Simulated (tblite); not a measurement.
Species: C2H5OPSi.
Numbering: `[O:1]=[C:2]=[P:3][CH2:4][SiH3:5]` (hydrogens: H6, H7 on C4; H8, H9, H10 on Si5)

Computed with GFN2-xTB (tblite), gas phase: Langevin dynamics at 600 K from the optimised GFN2-xTB geometry, time step 0.5 fs, friction 0.01 fs⁻¹, 2000 steps. Over the second half of the run the saved frames average 668 K.

The optimised geometry, where the run starts:
```
atom  x, y, z in Å
O1      2.944   -0.432    0.733
C2      2.183    0.163    0.084
P3      1.288    1.076   -0.943
C4     -0.371    0.931   -0.078
Si5    -1.055   -0.853   -0.036
H6     -1.034    1.584   -0.648
H7     -0.277    1.358    0.920
H8     -1.108   -1.369   -1.403
H9     -0.168   -1.667    0.796
H10    -2.394   -0.786    0.553
```

t = 75 fs, T = 424 K, E(pot) 0.415 eV above the start
```
atom  x, y, z in Å  |  force x, y, z in eV/Å
O1      2.635   -0.628    0.590   -0.412   0.664  -0.405
C2      1.977    0.141   -0.002   -0.092  -0.064  -0.187
P3      1.103    1.165   -0.977    0.623  -0.779   0.914
C4     -0.624    0.915   -0.182    0.788   2.142  -0.752
Si5    -1.061   -0.919    0.019    0.437   0.800  -0.159
H6     -1.120    1.440   -1.072   -0.263  -0.706   1.401
H7     -0.625    1.648    0.697   -0.287  -1.173  -1.025
H8     -1.352   -1.311   -1.313   -0.296  -0.420  -0.809
H9     -0.016   -1.708    0.580    0.730  -0.421   0.228
H10    -2.088   -0.969    0.976   -1.226  -0.044   0.794
```

t = 100 fs, T = 396 K, E(pot) 0.526 eV above the start
```
atom  x, y, z in Å  |  force x, y, z in eV/Å
O1      2.614   -0.570    0.451    0.718  -0.627   0.490
C2      1.825    0.075   -0.087   -0.539   1.361  -1.057
P3      1.003    1.227   -0.967    1.841  -0.502  -0.438
C4     -0.602    0.908   -0.247   -2.172   2.322   1.234
Si5    -1.052   -0.877   -0.056   -0.613  -1.799   0.650
H6     -1.406    1.546   -0.832    1.428  -1.044   1.182
H7     -0.485    1.340    0.828   -0.748  -0.327  -1.500
H8     -1.128   -1.703   -1.255   -0.094   0.205  -0.281
H9      0.122   -1.510    0.644   -0.668   0.260   0.023
H10    -2.391   -1.000    0.656    0.847   0.152  -0.304
```

t = 150 fs, T = 421 K, E(pot) 0.572 eV above the start
```
atom  x, y, z in Å  |  force x, y, z in eV/Å
O1      2.588   -0.511    0.273    1.446  -1.400   1.056
C2      1.896    0.303   -0.133   -0.964   0.998  -1.056
P3      0.953    1.321   -1.000    1.426   1.029  -0.734
C4     -0.539    0.882   -0.161   -2.519  -1.490   0.526
Si5    -1.087   -0.944   -0.226    1.963  -1.017  -0.566
H6     -1.396    1.422   -0.515   -0.202   0.769  -0.753
H7     -0.633    1.009    0.890    0.768   0.804   1.134
H8     -0.636   -1.745   -1.383    0.059   0.336   0.009
H9     -0.366   -1.562    0.893   -0.245  -0.028   0.131
H10    -2.473   -1.057   -0.273   -1.730  -0.001   0.252
```

t = 275 fs, T = 814 K, E(pot) 0.525 eV above the start
```
atom  x, y, z in Å  |  force x, y, z in eV/Å
O1      3.162   -0.012    0.527    3.031  -1.720   1.268
C2      2.284    0.549    0.090   -3.483   1.554  -1.080
P3      1.020    1.418   -0.506   -0.525  -0.072   0.183
C4     -0.469    0.555    0.357    0.242  -0.334  -0.909
Si5    -0.959   -1.193   -0.373    1.335   0.064  -0.508
H6     -1.331    1.201    0.199    0.046   0.296  -0.530
H7     -0.380    0.597    1.424    0.593  -0.321   0.573
H8      0.076   -2.249   -0.718   -0.177   0.463   0.836
H9     -1.792   -1.608    0.738   -0.393  -0.319  -0.090
H10    -1.255   -1.036   -1.808   -0.669   0.390   0.256
```

t = 350 fs, T = 422 K, E(pot) 0.622 eV above the start
```
atom  x, y, z in Å  |  force x, y, z in eV/Å
O1      3.241    0.010    0.472   -1.552   0.700  -0.438
C2      2.197    0.490    0.180    2.111  -1.323   0.796
P3      0.951    1.387   -0.327   -1.076   0.391  -0.337
C4     -0.597    0.436    0.246    0.094   0.740   1.588
Si5    -0.794   -1.376   -0.244    0.152  -0.535  -1.955
H6     -1.448    0.974   -0.266    0.861  -0.233   1.043
H7     -0.583    0.547    1.412   -0.464   0.143  -1.966
H8     -1.055   -2.568    0.530    0.324   0.072   0.656
H9     -1.975   -1.348   -1.095   -0.545   0.098  -0.034
H10     0.182   -1.641   -1.346    0.094  -0.052   0.647
```

t = 625 fs, T = 635 K, E(pot) 0.727 eV above the start
```
atom  x, y, z in Å  |  force x, y, z in eV/Å
O1      3.172   -0.470    0.261   -0.820  -0.052  -0.299
C2      2.132    0.065    0.158    1.815   0.155   0.193
P3      0.932    1.161    0.271   -1.076  -0.070  -0.246
C4     -0.112   -0.176    1.184    1.530  -0.254   0.399
Si5    -0.495   -1.668   -0.107   -0.584   1.628  -0.677
H6     -0.926    0.324    1.710   -0.244  -0.145  -0.567
H7      0.653   -0.321    2.007   -1.012  -0.841  -0.549
H8      0.286   -1.639   -1.450   -0.214  -0.092   1.222
H9     -0.509   -3.009    0.473    0.078   0.187   0.103
H10    -1.819   -1.129   -0.633    0.527  -0.517   0.421
```

t = 700 fs, T = 733 K, E(pot) 0.955 eV above the start
```
atom  x, y, z in Å  |  force x, y, z in eV/Å
O1      3.094   -0.604   -0.173   -0.001  -0.008   0.356
C2      2.282    0.160    0.153    0.153   0.533  -0.826
P3      1.062    1.261    0.346    1.667   0.167  -0.303
C4      0.173   -0.014    1.241   -4.576   1.048   0.011
Si5    -0.729   -1.391    0.283    1.635  -0.305  -1.497
H6     -0.741    0.614    1.538    0.249  -0.042  -0.352
H7      0.334   -0.309    2.221    1.745  -0.695   1.629
H8      0.589   -2.002   -0.046   -0.488  -0.555  -0.239
H9     -1.456   -2.194    1.217   -0.483  -0.203   0.287
H10    -1.349   -1.092   -1.059    0.099   0.060   0.935
```

t = 775 fs, T = 496 K, E(pot) 0.977 eV above the start
```
atom  x, y, z in Å  |  force x, y, z in eV/Å
O1      2.821   -0.602   -0.550   -1.516   2.192   2.109
C2      2.193    0.169    0.137    0.149  -1.017  -1.569
P3      1.227    1.432    0.688    1.278  -0.567  -0.845
C4     -0.292    0.601    1.373    2.142  -1.711  -0.504
Si5    -0.816   -1.156    0.571   -1.018   1.322   0.837
H6     -1.022    1.322    1.593   -1.135   0.978  -0.584
H7      0.067    0.389    2.376    0.075  -0.594   0.462
H8     -0.031   -2.268    1.138    0.008   0.327  -0.412
H9     -1.955   -0.865    1.464   -0.641  -1.006  -0.154
H10    -1.353   -1.220   -0.830    0.658   0.076   0.661
```

t = 800 fs
```
atom  x, y, z in Å
O1      2.598   -0.545   -0.636
C2      2.025    0.157    0.066
P3      1.262    1.523    0.666
C4     -0.154    0.556    1.443
Si5    -0.936   -0.937    0.742
H6     -0.839    1.374    1.248
H7     -0.154    0.662    2.547
H8     -0.058   -1.948    1.215
H9     -2.411   -1.382    0.787
H10    -0.491   -0.857   -0.550
```

**Question.** Estimate the potential energy and the forces of this last frame.

**Answer.** 0.988 eV above the start.

```json
{"atom": "O1", "Fx (eV/Å)": "0.750", "Fy (eV/Å)": "-1.270", "Fz (eV/Å)": "-0.641"}
{"atom": "C2", "Fx (eV/Å)": "-0.798", "Fy (eV/Å)": "2.317", "Fz (eV/Å)": "0.604"}
{"atom": "P3", "Fx (eV/Å)": "0.825", "Fy (eV/Å)": "-1.726", "Fz (eV/Å)": "-0.010"}
{"atom": "C4", "Fx (eV/Å)": "-0.347", "Fy (eV/Å)": "2.846", "Fz (eV/Å)": "1.567"}
{"atom": "Si5", "Fx (eV/Å)": "-1.746", "Fy (eV/Å)": "-1.796", "Fz (eV/Å)": "0.837"}
{"atom": "H6", "Fx (eV/Å)": "-1.093", "Fy (eV/Å)": "0.361", "Fz (eV/Å)": "-0.190"}
{"atom": "H7", "Fx (eV/Å)": "0.618", "Fy (eV/Å)": "-0.536", "Fz (eV/Å)": "-0.281"}
{"atom": "H8", "Fx (eV/Å)": "0.344", "Fy (eV/Å)": "-1.072", "Fz (eV/Å)": "0.719"}
{"atom": "H9", "Fx (eV/Å)": "1.115", "Fy (eV/Å)": "0.671", "Fz (eV/Å)": "0.217"}
{"atom": "H10", "Fx (eV/Å)": "0.332", "Fy (eV/Å)": "0.206", "Fz (eV/Å)": "-2.822"}
```

The bond farthest from its length at the start is Si5–H10 (1.369 against 1.464 Å), and half the difference of its two atoms' forces along it is +2.12 eV/Å (positive lengthens). The largest atomic force is 3.27 eV/Å.

The cost below is that of the whole dynamics run. Hardware: one thread, Intel Xeon 6975P-C (x86_64), shared host. Cost: 7.1 s of wall time, 0.18 GiB resident at most.
